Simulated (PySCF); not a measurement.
C₂H₉FSi₃. Atoms are numbered in the order given.

```xyz
15

C      2.4041     1.0311     0.0000
Si     0.9013    -0.0758     0.0000
F      1.4067    -1.6425     0.0000
Si    -0.9228     0.2269     1.4448
C     -2.0674    -0.2591     0.0000
Si    -0.9228     0.2269    -1.4448
H      3.0243     0.8544     0.8929
H      3.0243     0.8544    -0.8929
H      2.0873     2.0866     0.0000
H     -1.1000    -0.5564     2.7030
H     -1.0785     1.6823     1.7569
H     -3.0797     0.1720     0.0000
H     -2.1593    -1.3603     0.0000
H     -1.0785     1.6823    -1.7569
H     -1.1000    -0.5564    -2.7030
```
Charge 0, spin multiplicity 1.

Coordinates come from a ωB97X-D3(BJ)/def2-SVP optimisation. The structure was generated by enumeration, and PubChem lists no compound with its InChIKey, so it may never have been made.

Method: B3LYP/pcSseg-1 (PySCF).

GIAO shieldings, no solvent; atoms listed in one row are averaged. δ = σ(ref) − σ: ¹³C against TMS (σ = 181.3 ppm); ²⁹Si against TMS (σ = 338.7 ppm); ¹⁹F against CFCl3 (σ = 161.7 ppm); ¹H against TMS (σ = 31.68 ppm), references at their B3LYP-D3(BJ)/def2-TZVP geometries, non-relativistic.

```tsv
nucleus	atoms	count	δ (ppm)
¹³C	C1	1	6.4
¹³C	C5	1	-7.4
²⁹Si	Si2	1	87.3
²⁹Si	Si4, Si6	2	-52.3
¹⁹F	F3	1	-243.6
¹H	H10, H15	2	4.90
¹H	H14, H11	2	4.39
¹H	H7, H8, H9	3	1.07
¹H	H12	1	0.84
¹H	H13	1	0.64
```
